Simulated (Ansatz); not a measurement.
`FC([SiH3])SS`, relaxed with RKS PBE-D4/def2-SVP in Ansatz from a rough embedded geometry. The force threshold is 0.03 eV/Å; the program also tests the step.

The species carries charge 0 and has multiplicity 1.

Start:

```xyz
10

F     0.168   -0.776    1.457
C     0.608   -0.549    0.137
Si    0.774    1.261   -0.184
S    -0.625   -1.309   -1.035
S    -2.400   -0.985   -0.153
H     1.583   -1.024   -0.018
H     1.165    1.544   -1.588
H     1.729    1.912    0.679
H    -0.555    1.965    0.000
H    -2.446   -2.039    0.705
```

Problem. How much energy does the relaxation release, and in how many steps? (Best estimate.)

Solution. Computed: 31.58 kJ/mol, in 16 steps, 1 of them rejected.

Problem. Which bonds change most? (Best estimate.)

Solution. Ansatz gave: S4–S5 from 2.009 to 2.096 Å; C2–Si3 from 1.845 to 1.928 Å; Si3–H8 from 1.443 to 1.503 Å; C2–S4 from 1.863 to 1.817 Å.

Problem. Give the relaxed structure. (Best estimate.)

Solution. Computed: 
```xyz
10

F     0.573   -0.849    1.602
C     0.724   -0.665    0.226
Si    0.548    1.223   -0.125
S    -0.345   -1.767   -0.746
S    -2.204   -0.799   -0.764
H     1.743   -1.017   -0.068
H     0.496    1.471   -1.604
H     1.772    1.873    0.457
H    -0.666    1.762    0.564
H    -2.641   -1.232    0.459
```
